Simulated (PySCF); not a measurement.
Compound: C₇H₉FO.
Geometry (PBE0-D3(BJ)/def2-SVP, Å), atoms numbered from 1 in this order:
```
atom  x, y, z in Å
C1    -1.7884    2.1458   -1.0899
C2    -1.2438    1.0838   -0.8817
C3    -0.6008   -0.1863   -0.6253
C4    -1.4031   -1.3432    0.0288
C5    -0.1693   -1.6948    0.8815
C6     0.3960   -0.3146    0.5703
F7     0.0478    0.5843    1.5506
O8     1.7315   -0.2580    0.3359
C9     2.1982    0.9843   -0.1402
H10   -2.2657    3.0924   -1.2619
H11   -0.0843   -0.5484   -1.5294
H12   -2.2291   -0.9500    0.6361
H13   -1.7900   -2.1118   -0.6530
H14   -0.3213   -1.9053    1.9483
H15    0.4600   -2.4747    0.4321
H16    3.2822    0.8878   -0.2800
H17    1.7331    1.2471   -1.1067
H18    1.9935    1.7923    0.5793
```

Computed with PySCF at PBE0/pcSseg-1 and CAM-B3LYP/def2-SVPD, non-relativistic, on one gas-phase PBE0-D3(BJ)/def2-SVP geometry that isn't relaxed in the solvent. The solvent is an IEF-PCM continuum (van der Waals radii × 1.2). Only the electrostatic response of the medium enters.

Gas phase at PBE0/pcSseg-1: HOMO -7.47 eV, LUMO 0.83 eV, dipole 1.26 D.

Question: What does the continuum do to the energy, the frontier levels and the dipole at PBE0/pcSseg-1 in dichloromethane and dimethylsulfoxide?

Answer: 
```
          solvent      ε  E(solvent) − E(gas) (kJ/mol)  polarisation term (kJ/mol)  distortion of the solute (kJ/mol)  HOMO (eV)  LUMO (eV)  dipole (D)
  dichloromethane   8.93                        -21.39                      -23.47                               2.08      -7.57       0.77        1.66
dimethylsulfoxide  46.83                        -25.03                      -28.00                               2.97      -7.60       0.75        1.75
```

The polarisation term is half the interaction of the solute with the surface charges that it induces; the rest is the cost of distorting the solute's density. The sum is the electrostatic part of solvation alone. From dichloromethane to dimethylsulfoxide the lowering changes by a factor 1.17, Onsager's factor (ε − 1)/(2ε + 1) by 1.15 and ε itself by 5.2.

Question: Which radius a makes the point-dipole formula ΔE = −[(ε − 1)/(2ε + 1)]·μ²/a³ give the value in dimethylsulfoxide, with the gas-phase dipole?

Answer: μ = 0.496 au and |ΔE| = 0.00953 Eh give a = 1.23 Å; the farthest nucleus lies 4.02 Å from the centroid of the nuclei, so such a sphere wouldn't even hold the nuclei. The formula assumes a rigid point dipole at the centre of a sphere.

Question: Which Mulliken charges (PBE0/pcSseg-1) respond most in dichloromethane (means over atoms taken as equivalent)?

Answer: 
```tsv
atoms	environment	gas (e)	solvent (e)	change
C2	alkyne carbon	+0.377	+0.348	-0.029
H10	alkyne hydrogen	+0.062	+0.081	+0.019
C1	terminal alkyne carbon	-0.403	-0.422	-0.019
H11	methine hydrogen	+0.160	+0.178	+0.018
F7	alkyl fluorine	-0.313	-0.328	-0.015
C6	sp3 C–F carbon	+0.392	+0.377	-0.015
C3	propargylic carbon	-0.363	-0.348	+0.015
O8	ether oxygen	-0.478	-0.492	-0.014
H13	methylene hydrogen	+0.134	+0.146	+0.012
H15	methylene hydrogen	+0.135	+0.143	+0.008
C9	methoxy carbon	-0.041	-0.049	-0.008
H16/H17/H18	methyl hydrogen	+0.119	+0.126	+0.007
```

Gas phase at CAM-B3LYP/def2-SVPD: HOMO -8.90 eV, LUMO 1.25 eV, dipole 1.39 D.

Question: What does the continuum do to the energy, the frontier levels and the dipole at CAM-B3LYP/def2-SVPD in dichloromethane and dimethylsulfoxide?

Answer: 
```tsv
solvent	ε	E(solvent) − E(gas) (kJ/mol)	polarisation term (kJ/mol)	distortion of the solute (kJ/mol)	HOMO (eV)	LUMO (eV)	dipole (D)
dichloromethane	8.93	-21.47	-23.97	2.50	-8.97	1.35	1.88
dimethylsulfoxide	46.83	-25.21	-28.81	3.60	-9.00	1.35	2.00
```

The atom shares or the degeneracy of the LUMO differ from the gas phase in dimethylsulfoxide, so that column needn't follow one orbital.

Question: How does the static polarisability (CAM-B3LYP/def2-SVPD, frozen core, with the continuum's full static response) change?

Answer: 
```
           medium  isotropic (au)  principal values (au)  ⟨r²⟩ of the electrons (bohr²)
              gas            83.9      68.1, 83.0, 100.6                         1130.2
  dichloromethane           106.5     89.5, 102.4, 127.6                         1128.8
dimethylsulfoxide           111.2     94.8, 106.2, 132.7                         1128.6
```

The isotropic value in dimethylsulfoxide is 1.33 times the gas-phase one; no cavity-field correction is applied. ⟨r²⟩ is taken about the centre of nuclear charge.
